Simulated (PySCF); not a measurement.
Frontier orbitals and the lowest excitations

cis-Si(NH3)2F4.
Structure used (PBE0-D3(BJ)/def2-SVP), in Å, numbered top down from 1:
```
atom  x, y, z in Å
Si1   -0.5894    0.0089   -0.6200
N2    -0.6276   -0.1164    1.4155
H3    -1.6090    0.1054    1.5935
H4    -0.0585    0.5496    1.9351
H5    -0.4574   -1.0673    1.7413
F6    -0.4081    0.1293   -2.2530
N7     1.4484    0.0919   -0.5520
H8     1.6680   -0.1168   -1.5278
H9     1.9250   -0.5963    0.0282
H10    1.7870    1.0317   -0.3488
F11   -2.2316   -0.0819   -0.5301
F12   -0.4933    1.6503   -0.3161
F13   -0.3230   -1.6405   -0.5437
```

Method: PySCF, TDDFT CAM-B3LYP/def2-SVPD, vertical, gas phase, core orbitals frozen in the response.

Frontier orbitals with the atoms that hold most of them (Löwdin shares over 4%, at most four atoms; ? is withheld):

```csv
orbital,ε (eV),atoms
LUMO+2,2.07,"H4 17%, H9 17%, H5 14%, H10 14%"
LUMO+1,1.31,"H10 12%, H5 12%, H9 11%, H4 11%"
LUMO,0.16,?
HOMO,?,"N7 20%, N2 19%, F6 14%, F11 14%"
HOMO-1,-11.45,"F12 27%, F13 26%, F6 12%, F11 12%"
HOMO-2,-11.47,"F13 24%, F12 23%, F6 22%, F11 20%"
HOMO-3,-11.55,"F11 28%, F6 26%, F13 22%, F12 22%"
```

(1) Give the leading atoms of the LUMO.

(2) What is the HOMO energy, and the HOMO–LUMO gap?

Answers

(1) Si1 (bonded to 4 F and 2 N) 16%; H4 (bonded to N) 14%; H9 (bonded to N) 14%; N2 (bonded to Si and 3 H) 9%. By element: hydrogen 27% or more, silicon 16%, nitrogen 9% or more.

(2) ε(HOMO) = -11.25 eV; the gap is 11.40 eV (0.4191 hartree).

Task: How does S1 compare with the orbital gap of 11.40 eV?

Result: S1 is at 8.30 eV (f = 0.102), 3.10 eV below the gap, made of HOMO→LUMO (86%). 

Next come S2 at 8.59 eV (f 0.081), HOMO-1→LUMO (63%), HOMO-2→LUMO (26%); S3 at 8.96 eV (f 0.0003), HOMO-2→LUMO (64%), HOMO-1→LUMO (26%); S4 at 9.02 eV (f 0.0043), HOMO-3→LUMO (90%); S5 at 9.30 eV (f 0.0003), HOMO-4→LUMO (86%).
